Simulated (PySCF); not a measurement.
## XPS shifts beside NMR shieldings

Compound: C6H11B.
Geometry (PBE0-D3(BJ)/def2-SVP, Å), atoms numbered from 1 in this order:
```
atom  x, y, z in Å
C1     3.623   -0.218    0.117
C2     2.210   -0.479    0.341
C3     1.033   -0.708    0.532
C4    -0.386   -0.935    0.743
B5    -1.404    0.106    0.108
C6    -0.882    1.215   -0.867
C7    -2.925   -0.011    0.483
H8     4.185   -1.153   -0.037
H9     4.074    0.301    0.977
H10    3.780    0.414   -0.772
H11   -0.614   -1.041    1.821
H12   -0.687   -1.915    0.317
H13   -0.353    0.734   -1.709
H14   -1.650    1.893   -1.267
H15   -0.099    1.807   -0.360
H16   -3.206   -0.907    1.056
H17   -3.571    0.073   -0.406
H18   -3.174    0.873    1.102
```

Binding energies: PySCF, delta-SCF UKS SCAN, pcX-2 on the ionised atom, pcseg-1 elsewhere, spin-free X2C. Shieldings: GIAO PBE0/pcSseg-1, non-relativistic, same geometry.

| atom | C 1s (eV) |
| --- | --- |
| C1 | 291.29 |
| C2 | 289.62 |
| C3 | 289.70 |
| C4 | 290.54 |
| C6 | 289.83 |

Problem. What are the absolute isotropic shieldings of these atoms?

Solution. 
```json
{"atom": "C2", "environment": "alkyne carbon", "C 1s (eV)": "289.62", "isotropic shielding (ppm)": "103.8"}
{"atom": "C3", "environment": "alkyne carbon", "C 1s (eV)": "289.70", "isotropic shielding (ppm)": "100.6"}
{"atom": "C6", "environment": "sp3 carbon bound to boron", "C 1s (eV)": "289.83", "isotropic shielding (ppm)": "169.4"}
{"atom": "C4", "environment": "sp3 carbon bound to boron", "C 1s (eV)": "290.54", "isotropic shielding (ppm)": "161.3"}
{"atom": "C1", "environment": "propargylic carbon", "C 1s (eV)": "291.29", "isotropic shielding (ppm)": "179.6"}
```

Problem. Among the listed atoms, is the one with the highest binding energy also the least shielded?

Solution. No. The highest binding energy is at C1 (291.29 eV, shielding 179.6 ppm), the lowest shielding at C3 (100.6 ppm, 289.70 eV).

By binding energy: C2 < C3 < C6 < C4 < C1. By shielding: C3 < C2 < C4 < C6 < C1.

Of atoms equivalent by bonding only the ionised one is listed; its partners' own values can differ in this conformer. The structure is a single PBE0-D3(BJ)/def2-SVP conformer in the gas phase; no vibrational or solvent corrections.
